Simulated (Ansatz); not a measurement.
Reaction (formal exchange of groups at a Mg–C bond): `C[CH2][Mg][CH3]` + `N/C(O)=C\O` → `C[CH2][Mg][OH]` + `C/C=C(\N)O`

Gas-phase electronic energies from Ansatz, PBE0-D4/def2-TZVP geometries. CBS: MP2 limit from def2 TZ/QZ plus the TZ coupled-cluster correction, frozen cores. Double bonds are as drawn, so ΔE can hold a change between cis and trans. Functionals use def2-TZVPP. B3LYP here is the variant with VWN-RPA as its local correlation; programs differ in this. For Mg outer-core shells are correlated without core-valence functions, which leaves a few kJ/mol of doubt a bond. One conformer a species, not always the lowest.

| level | ΔE (kJ/mol) | difference from CCSD(T)/CBS |
| --- | --- | --- |
| PBE-D4 | -166.8 | 18.9 |
| r2SCAN-D4 | -181.1 | 4.6 |
| PBE0-D4 | -174.2 | 11.5 |
| B3LYP-D4 | -181.2 | 4.5 |
| ωB97X-V | -180.4 | 5.3 |
| ωB97M-V | -179.4 | 6.3 |
| B2PLYP | -185.1 | 0.6 |
| PBE | -165.5 | 20.2 |
| r2SCAN | -180.6 | 5.1 |
| PBE0 | -173.0 | 12.7 |
| B3LYP | -179.2 | 6.5 |
| HF/def2-TZVPP | -192.3 | -6.6 |
| MP2/def2-TZVPP | -192.9 | -7.2 |
| SCS-MP2/def2-TZVPP | -190.8 | -5.1 |
| CCSD/def2-TZVPP | -184.2 | 1.5 |
| CCSD(T)/def2-TZVPP | -180.5 | 5.2 |
| HF/def2-QZVPP | -194.6 | -8.9 |
| MP2/def2-QZVPP | -196.7 | -11.0 |
| SCS-MP2/def2-QZVPP | -194.7 | -9.0 |
| HF/CBS(def2) | -194.9 | -9.2 |
| MP2/CBS(def2) | -198.1 | -12.4 |
| CCSD/CBS(def2) | -189.4 | -3.7 |
| CCSD(T)/CBS | -185.7 | 0 |

Largest T1 diagnostic among the species: 0.012.

From PBE to PBE0 (25 % exact exchange), in def2-TZVPP and without D4, ΔE moves by −7.5 kJ/mol.
